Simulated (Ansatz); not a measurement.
The same path of ClHOZn + FH (6 atoms, charge 0, multiplicity 1) was run 3 times with different band settings. Lost on the way: H4–F5. Made: Cl2–H4.

These are results of RHF/def2-SVP in Ansatz, not measurements.

Relaxed end points:

```xyz
6
Properties=species:S:1:pos:R:3
Zn -0.155 -0.681 -0.170
Cl 1.777 -1.516 0.405
O -1.828 -0.460 -0.743
H 1.618 0.944 0.759
F 0.826 1.324 0.510
H -2.238 0.389 -0.762
```

```xyz
6
Properties=species:S:1:pos:R:3
Zn -0.406 0.371 -0.090
Cl 1.881 -1.229 0.498
O -1.784 -0.542 -0.743
H 2.097 0.008 0.774
F 0.808 1.514 0.538
H -2.595 -0.122 -0.976
```

Common settings: climbing image yes; spring 5.0 eV/Å²; optimiser quadratic models (default); force threshold 0.05 eV/Å; iteration limit 60; end points relaxed.

| run | movable images | start path |
| --- | --- | --- |
| 1 | 7 | through a guess of the saddle point |
| 2 | 7 | straight line |
| 3 | 1 | through a guess of the saddle point |

What does each run give, and how far can it be trusted?

Run 1: converged after 8 iterations, highest image 0.992 eV above the first end. A vibrational analysis at the climbing image gives one clearly imaginary mode, 812i cm⁻¹: a first-order saddle point.
Run 2: converged after 9 iterations, highest image 0.992 eV above the first end. Another band between the same ends (7 images) ends at a top of the same energy, where a vibrational analysis finds 1 clearly imaginary mode.
Run 3: converged after 17 iterations, highest image 0.992 eV above the first end. Another band between the same ends (7 images) ends at a top of the same energy, where a vibrational analysis finds 1 clearly imaginary mode. So few images can step over the top or miss a turn of the path.
The orbitals stay closed-shell, which can raise the energy where a bond breaks towards radicals; this wasn't checked here.
